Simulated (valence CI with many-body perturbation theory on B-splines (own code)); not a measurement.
## Mo29+: electric-dipole lines

Computed by relativistic CI+MBPT: three valence electrons over a frozen Dirac-Fock core [Ne], a basis of 11 s, 11 p, 9 d, 7 f, 5 g, 2 h, 1 i functions for each j, with the one-electron correlation potential Σ1, the two-electron term Σ2, the three-electron term Σ3, Breit, model QED; selected CI, second order for the rest (own B-spline code, finite nucleus).

No measured spectrum was set against this ion. As an estimate, large intervals hold to a few tenths of a per cent, small ones and those within an open d or f shell to about a per cent.

Lines 151 to 200 of 282 in falling wavelength, among levels below 337.65 eV, chosen from the strongest by gf and those to the six lowest levels. Wavelengths and rates use the calculated energies. Electric multipoles are in the length gauge, E1 and E2 with the static RPA response of the core. Weak lines are less certain than strong ones. Lines between different terms over intervals too small for the method are left out, as are lines whose strength nearly cancels. Where a level lies close to another of its J and parity, the split of strength between their lines is uncertain. The highest levels of a list are the least certain.

Names give the largest LS component (configuration and term), which can be under half, so a name can repeat, a term be missing and a line seem to break the LS rules; names also repeat where a configuration has a term twice. Letters in brackets count levels of one name in rising energy.

```tsv
λ vac (Å)	Upper	Lower	A (s⁻¹)	S (a.u.)
104.8	3p²3d ⁴D_7/2	3s3p3d ⁴P°_5/2	1.39e+10	6.33e-02
104.4	3s3p3d ⁴D°_5/2	3s3p² ²D_3/2	1.26e+08	4.24e-04
104.4	3s²3d ²D_5/2	3s²3p ²P°_3/2	9.88e+10	3.33e-01
104.2	3s3p3d ⁴D°_3/2	3s3p² ⁴P_3/2	8.37e+09	1.87e-02
104.1	3s3p3d ⁴F°_3/2	3s3p² ⁴P_1/2	6.70e+09	1.49e-02
104.0	3s3p3d ⁴P°_1/2	3s3p² ²D_3/2	1.48e+09	1.65e-03
104.0	3s3p3d ⁴P°_5/2	3s3p² ⁴P_3/2	4.88e+10	1.62e-01
104.0	3s3p3d ⁴D°_1/2	3s3p² ⁴P_3/2	2.30e+09	2.55e-03
103.8	3s3p3d ⁴P°_3/2 [a]	3s3p² ²D_3/2	4.76e+10	1.05e-01
103.6	3s3d² ⁴F_9/2	3s3p3d ⁴F°_9/2	4.67e+10	2.56e-01
103.3	3p²3d ²D_5/2	3s3p3d ²D°_5/2 [a]	1.42e+10	4.65e-02
102.8	3s3p3d ⁴P°_3/2 [b]	3s3p² ²D_3/2	9.51e+09	2.04e-02
102.6	3s3p3d ²P°_3/2 [b]	3s3p² ²S_1/2	2.42e+10	5.16e-02
102.5	3p²3d ²F_7/2 [b]	3s3p3d ²F°_5/2 [a]	9.08e+09	3.87e-02
102.4	3s3p3d ²D°_5/2 [c]	3s3p² ²P_3/2	7.48e+10	2.38e-01
102.2	3p²3d ⁴D_7/2	3s3p3d ⁴F°_7/2	1.12e+10	4.71e-02
101.2	3p²3d ⁴P_3/2 [b]	3s3p3d ⁴D°_1/2	2.32e+10	4.74e-02
100.9	3s3p3d ²P°_3/2 [b]	3s3p² ²P_3/2	2.03e+10	4.13e-02
100.7	3s3p3d ²F°_7/2 [a]	3s3p² ²D_5/2	4.68e+10	1.89e-01
100.5	3p²3d ⁴P_5/2	3s3p3d ⁴D°_3/2	2.95e+10	8.87e-02
99.96	3p³ ²P°_1/2	3s3p² ⁴P_3/2	1.89e+09	1.86e-03
99.46	3p²3d ⁴F_9/2 [b]	3s3p3d ⁴F°_7/2	7.62e+09	3.70e-02
99.34	3s3p3d ²F°_5/2 [a]	3s3p² ⁴P_5/2	2.14e+09	6.21e-03
99.03	3p³ ⁴S°_3/2	3s3p² ⁴P_1/2	1.39e+10	2.67e-02
98.94	3s3p3d ²D°_3/2 [b]	3s3p² ²P_1/2	1.16e+11	2.22e-01
98.73	3s3d² ⁴F_3/2	3s3p3d ⁴D°_1/2	4.11e+10	7.80e-02
98.47	3s3d² ⁴F_3/2	3s3p3d ⁴D°_3/2	1.48e+10	2.79e-02
98.00	3s3p3d ²D°_5/2 [b]	3s3p² ²D_3/2	2.89e+08	8.05e-04
97.12	3s3d² ⁴F_5/2	3s3p3d ⁴D°_3/2	3.38e+10	9.17e-02
97.00	3s3p3d ²D°_3/2 [a]	3s3p² ⁴P_5/2	4.08e+09	7.35e-03
96.62	3p²3d ⁴D_3/2	3p³ ²D°_3/2	1.68e+10	2.99e-02
96.32	3p²3d ⁴D_5/2	3p³ ²D°_3/2	1.44e+10	3.82e-02
95.72	3s3d² ⁴F_7/2	3s3p3d ⁴P°_5/2	2.62e+10	9.07e-02
95.59	3p²3d ²P_3/2 [b]	3p³ ²P°_1/2	2.51e+10	4.34e-02
95.18	3s3p3d ⁴D°_5/2	3s3p² ⁴P_5/2	7.54e+10	1.92e-01
95.11	3p²3d ²P_1/2 [b]	3p³ ⁴S°_3/2	7.49e+10	6.36e-02
95.04	3s3p3d ⁴D°_7/2	3s3p² ⁴P_5/2	8.35e+10	2.83e-01
94.65	3s3p3d ⁴P°_3/2 [a]	3s3p² ⁴P_5/2	6.52e+09	1.09e-02
94.15	3s3p3d ²F°_5/2 [a]	3s3p² ⁴P_3/2	3.53e+08	8.73e-04
93.86	3s3p3d ⁴P°_3/2 [b]	3s3p² ⁴P_5/2	1.28e+10	2.09e-02
93.55	3s3d² ⁴F_7/2	3s3p3d ⁴F°_7/2	5.75e+10	1.86e-01
93.55	3p²3d ⁴P_3/2 [b]	3p³ ⁴S°_3/2	4.03e+10	6.51e-02
93.49	3s3p3d ²F°_7/2 [b]	3s3p² ²D_5/2	2.84e+10	9.15e-02
93.21	3p²3d ⁴P_5/2	3p³ ⁴S°_3/2	4.24e+10	1.02e-01
92.98	3p²3d ²F_7/2 [b]	3s3p3d ⁴P°_5/2	1.02e+10	3.25e-02
92.93	3p²3d ²D_5/2	3p³ ²D°_3/2	3.46e+10	8.23e-02
92.65	3s3d² ⁴P_1/2	3s3p3d ⁴D°_1/2	3.37e+10	2.64e-02
92.62	3p²3d ⁴P_3/2 [a]	3p³ ²D°_3/2	9.66e+10	1.52e-01
92.53	3s3p² ²P_3/2	3s²3p ²P°_1/2	1.11e+11	1.74e-01
92.42	3s3d² ⁴P_1/2	3s3p3d ⁴D°_3/2	6.63e+10	5.17e-02
```
